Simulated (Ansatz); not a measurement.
Consider the cleavage of the B–Ge bond: `C[BH][GeH3]` + `O[SiH2][SiH3]` → `CBO[SiH2][SiH3]` + GeH₄.

Program: Ansatz. Geometries: PBE0-D4/def2-TZVP. ΔE: electronic, gas phase. CCSD(T)/CBS adds triple-zeta CCSD(T) − MP2 to the extrapolated MP2 energy (def2 sets, frozen cores). Functionals use def2-TZVPP. For Ge outer-core shells are correlated without core-valence functions, which leaves a few kJ/mol of doubt a bond. Scalar relativity is left out up to krypton. Each species was taken in one conformer, which may not be the lowest.

| level | ΔE (kcal/mol) |
| --- | --- |
| PBE-QIDH | -35.9 |
| RPA@PBE/def2-TZVPP | -36.4 |

Task: What does CCSD(T)/CBS give? (Best estimate.)

Result: Computed: -35.6 kcal/mol. The listed levels differ from it by -0.3, -0.8 kcal/mol.

Task: What do rigid-rotor, harmonic-oscillator terms from PBE0-D4/def2-TZVP frequencies (298.15 K, 1 bar) make of the CCSD(T)/CBS value? (An estimate is asked.)

Result: The calculation gave: ΔZPE = -0.5 kcal/mol, ΔH = -36.1 kcal/mol, ΔS = -33 J/(mol·K), ΔG = -33.8 kcal/mol. Modes under 50 cm⁻¹ make the entropy rough.

Largest T1 diagnostic among the species: 0.013.

The D4 term adds −1.3 kcal/mol with B3LYP and −0.8 kcal/mol with PBE0; it sums over pairs of atoms, weighted by their polarisabilities, and B3LYP, whose exchange is more repulsive, gets the larger term. In def2-TZVPP, CCSD(T) changes the Hartree–Fock value by +2.6 kcal/mol (the triples alone add −0.0 kcal/mol) and MP2 by +2.2 kcal/mol. From BLYP to BHLYP (50 % exact exchange), in def2-TZVPP and without D4, ΔE moves by −2.5 kcal/mol.

B3LYP here is the variant with VWN-RPA as its local correlation; programs differ in this.
